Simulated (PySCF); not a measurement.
Dipole response of Ta⁺ (tantalum, charge +1)

[Xe] 4f14 5d2 6s2, high-spin 3F determinant (an excited configuration). All numbers are calculated (PySCF 2.14, scalar relativity by spin-free X2C-1e, in x2c-TZVPPall with one added diffuse shell each of s, p, d, f type (12s8p8d4f1g, 113 functions)). Coupled (time-dependent) response in atomic units; α is the mean over directions.

```json
{"method": "BP86", "mean α (bohr³)": "44.46", "C₆ (like pair)": "438.3", "S(−4)": "672.9"}
```

S(−4) is the Cauchy moment in α(ω) = α(0) + S(−4) ω² + …

Spin-orbit coupling is absent.

α(iu) at BP86:

```tsv
u (hartree)	α(iu) (bohr³)
0	44.46
0.0500	42.86
0.100	38.76
0.200	28.69
0.300	20.83
0.500	12.29
0.750	7.689
1.00	5.438
1.50	3.257
2.00	2.202
3.00	1.201
5.00	0.5114
```

For an ion, C₆ is the dispersion term alone; charge-induced terms of lower order in 1/R come first.

Spin-orbit coupling, absent here, splits the open shell strongly.
